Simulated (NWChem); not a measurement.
The numbers come from NWChem runs, not from measurements. System: C$_{2}$H$_{4}$N, charge 1, spin multiplicity 1, at the geometry of a parent with another charge or spin, in a state set for the comparison that need not be this species' ground state. Level: MP2/def2-TZVP, 3 core orbitals frozen.

The NWChem input:

```
start mol
memory heap 200 mb stack 900 mb global 1100 mb
charge 1
geometry units angstroms nocenter noautoz
  C     -1.299161     0.236940     0.000000
  N     -0.105208     0.481740     0.000000
  C      1.046562    -0.381298     0.000000
  H     -1.860226    -0.724203     0.000000
  H      1.664447    -0.163298    -0.884329
  H      1.664447    -0.163298     0.884329
  H      0.783386    -1.455230     0.000000
  symmetry group Cs
end
basis spherical
  * library def2-tzvp
end
scf
  rhf
  nopen 0
  maxiter 100
  thresh 1e-7
  semidirect memsize 60000000 filesize 0
end
mp2
  freeze core 3
end
task mp2 energy
```

NWChem printed:

```
             Northwest Computational Chemistry Package (NWChem) 7.3.0
             --------------------------------------------------------

                                NWChem Input Module
                                -------------------

 Scaling coordinates for geometry "geometry" by  1.889725989
 (inverse scale =  0.529177249)

 Turning off AUTOSYM since
 SYMMETRY directive was detected!

                             Geometry "geometry" -> ""
                             -------------------------

 Output coordinates in angstroms (scale by  1.889725989 to convert to a.u.)

  No.       Tag          Charge          X              Y              Z
 ---- ---------------- ---------- -------------- -------------- --------------
    1 C                    6.0000    -1.29916100     0.23694000     0.00000000
    2 N                    7.0000    -0.10520800     0.48174000     0.00000000
    3 C                    6.0000     1.04656200    -0.38129800     0.00000000
    4 H                    1.0000    -1.86022600    -0.72420300     0.00000000
    5 H                    1.0000     1.66444700    -0.16329800    -0.88432900
    6 H                    1.0000     1.66444700    -0.16329800     0.88432900
    7 H                    1.0000     0.78338600    -1.45523000     0.00000000

 Effective nuclear repulsion energy (a.u.)      65.7368756623

            Nuclear Dipole moment (a.u.)
            ----------------------------
        X                 Y               Z
 ---------------- ---------------- ----------------
     0.0000075589     0.0000056692     0.0000000000

      Symmetry information
      --------------------

 Group name             Cs
 Group number              2
 Group order               2
 No. of unique centers     6

      Symmetry unique atoms

     1    2    3    4    5    7


 Summary of "ao basis" -> "" (spherical)
 ------------------------------------------------------------------------------
       Tag                 Description            Shells   Functions and Types
 ---------------- ------------------------------  ------  ---------------------
 *                         def2-tzvp                  on all atoms

 Summary of "ao basis" -> "ao basis" (spherical)
 ------------------------------------------------------------------------------
       Tag                 Description            Shells   Functions and Types
 ---------------- ------------------------------  ------  ---------------------
 C                         def2-tzvp                11       31   5s3p2d1f
 N                         def2-tzvp                11       31   5s3p2d1f
 H                         def2-tzvp                 4        6   3s1p

                                 NWChem SCF Module
                                 -----------------

  ao basis        = "ao basis"
  functions       =   117
  atoms           =     7
  closed shells   =    11
  open shells     =     0
  charge          =   1.00
  wavefunction    = RHF
  use symmetry    = T
  symmetry adapt  = T

 Summary of "ao basis" -> "ao basis" (spherical)
 ------------------------------------------------------------------------------
       Tag                 Description            Shells   Functions and Types
 ---------------- ------------------------------  ------  ---------------------
 C                         def2-tzvp                11       31   5s3p2d1f
 N                         def2-tzvp                11       31   5s3p2d1f
 H                         def2-tzvp                 4        6   3s1p
[...]
     7     -0.233994  1 C  py                44      0.227004  2 N  py
    67     -0.203203  3 C  s                 38      0.197827  2 N  py
    41      0.196057  2 N  py                 4     -0.190784  1 C  s

 Vector   13  Occ=0.000000D+00  E=-1.288523D-01  Symmetry=a"
              MO Center= -9.0D-01,  2.3D-01,  1.4D-14, r^2= 2.5D+00
   Bfn.  Coefficient  Atom+Function         Bfn.  Coefficient  Atom+Function
  ----- ------------  ---------------      ----- ------------  ---------------
    14      0.641625  1 C  pz                45     -0.553954  2 N  pz
    11      0.309497  1 C  pz                 8      0.288526  1 C  pz
    39     -0.287294  2 N  pz                42     -0.252610  2 N  pz

 Vector   14  Occ=0.000000D+00  E=-3.447625D-02  Symmetry=a'
              MO Center= -5.5D-01, -7.4D-01, -7.0D-15, r^2= 6.2D+00
   Bfn.  Coefficient  Atom+Function         Bfn.  Coefficient  Atom+Function
  ----- ------------  ---------------      ----- ------------  ---------------
    67      2.607462  3 C  s                 96     -1.781541  4 H  s
    36      1.504758  2 N  s                114     -1.178910  7 H  s
   102     -1.135622  5 H  s                108     -1.135622  6 H  s
    12     -0.940816  1 C  px                13     -0.871594  1 C  py
    43     -0.646557  2 N  px                74      0.548555  3 C  px

 center of mass
 --------------
 x =  -0.10046680 y =   0.11184793 z =   0.00000000

 moments of inertia (a.u.)
 ------------------
          35.045483044315          33.564468157304           0.000000000000
          33.564468157304         159.626486671224           0.000000000000
           0.000000000000           0.000000000000         183.413729149591

  Mulliken analysis of the total density
  --------------------------------------

    Atom       Charge   Shell Charges
 -----------   ------   -------------------------------------------------------
    1 C    6     5.73   0.86  1.12  0.53  0.64  0.10  1.11  1.09  0.18  0.03  0.07  0.01
    2 N    7     7.05   0.82  1.16  0.54  0.86  0.16  1.44  1.61  0.40  0.01  0.06  0.00
    3 C    6     6.19   0.85  1.12  0.49  0.68  0.11  1.22  1.34  0.28  0.02  0.06  0.01
    4 H    1     0.64   0.21  0.37  0.03  0.03
    5 H    1     0.79   0.26  0.46  0.05  0.02
    6 H    1     0.79   0.26  0.46  0.05  0.02
    7 H    1     0.81   0.26  0.47  0.07  0.02

       Multipole analysis of the density wrt the origin
       ------------------------------------------------

     L   x y z        total         open         nuclear
     -   - - -        -----         ----         -------
     0   0 0 0      1.000000      0.000000     23.000000

     1   1 0 0     -0.922332      0.000000      0.000008
     1   0 1 0     -0.591133      0.000000      0.000006
     1   0 0 1     -0.000000      0.000000      0.000000

     2   2 0 0     -3.356665      0.000000     94.244140
     2   1 1 0      0.140156      0.000000    -17.614128
     2   1 0 1     -0.000000      0.000000      0.000000
     2   0 2 0    -10.815447      0.000000     19.745069
     2   0 1 1     -0.000000      0.000000      0.000000
     2   0 0 2    -12.216576      0.000000      5.585414

                   NWChem MP2 Semi-direct Energy/Gradient Module
                   ---------------------------------------------

  Basis functions       =    117
  Molecular orbitals    =    117
  Frozen core           =      3
  Frozen virtuals       =      0
  Active alpha occupied =      8
  Active beta occupied  =      8
  Active alpha virtual  =    106
  Active beta virtual   =    106
  Use MO symmetry       = T
  Use skeleton AO sym   = T

  AO/Fock/Back tols     =   1.0D-09  1.0D-09  1.0D-09

 GA uses MA = F    GA memory limited = T

 Available:
  local mem=  1.26D+08
 global mem=  1.44D+08
 local disk=  0.00D+00
  mp2_memr nvloc                   106
  nvloc new                   106
   1 passes of   8:        5242880                      70308                  19854127.
   1 passes of   8: M    126151959           G      144151822           F     120909079.

 Semi-direct pass number   1 of   1  for RHF alpha+beta  at        3.2s
  vrange nnbf                  6878
  mp2_eaftype                    75  avail_ma_in_mb                  1099
 EAF : mp2_eaftype filesize          75    9927063.
  mp2_eaf for mointskh                     75
Node 0 wrote     46.7 Mb in      0.1 s     Agg I/O rate:   373.7 Mb/s
 Done moints_semi at        5.8s
  mp2_eaftype                    75  avail_ma_in_mb                  1024
 EAF : mp2_eaftype filesize          75    9927063.
  mp2_eaf for kh                    75
 Done maket at        6.0s
 Done multipass loop at        6.0s

          -------------------------------------------
          SCF energy                -132.171020830817
          Correlation energy          -0.522849533773
          Singlet pairs               -0.337328247224
          Triplet pairs               -0.185521286549
          Total MP2 energy          -132.693870364590
          -------------------------------------------

          ---------------------------------------------------
                    Spin Component Scaled (SCS) MP2
          Same spin pairs                     -0.123680857699
          Same spin scaling factor             0.333333333333
          Opposite spin pairs                 -0.399168676073
          Opposite spin scaling fact.          1.200000000000
          SCS-MP2 correlation energy          -0.520229363855
          Total SCS-MP2 energy              -132.691250194672
          ---------------------------------------------------

 -----------------------
 Performance information
 -----------------------

 Timer overhead =  9.65D-08 seconds/call

               Nr. of calls         CPU time (s)                 Wall time (s)                GFlops
             ---------------    -------------------     ------------------------------   -------------------
Name         Min   Avg   Max    Min     Avg     Max     Min     Avg     Max   Mx/calls   Min     Max     Sum
mp2: moin     1     1     1    2.6     2.6     2.6      2.6     2.6     2.6     2.6      0.0     0.0     0.0
mp2: make     1     1     1   0.13    0.13    0.13     0.13    0.13    0.13    0.13      0.0     0.0     0.0
mp2: tota     1     1     1    2.8     2.8     2.8      2.8     2.8     2.8     2.8      0.0     0.0     0.0

 The average no. of pstat calls per process was 3.00D+00
 with a timing overhead of 2.89D-07s

 Task  times  cpu:        6.0s     wall:        6.0s

 Total times  cpu:        6.0s     wall:        6.0s
```
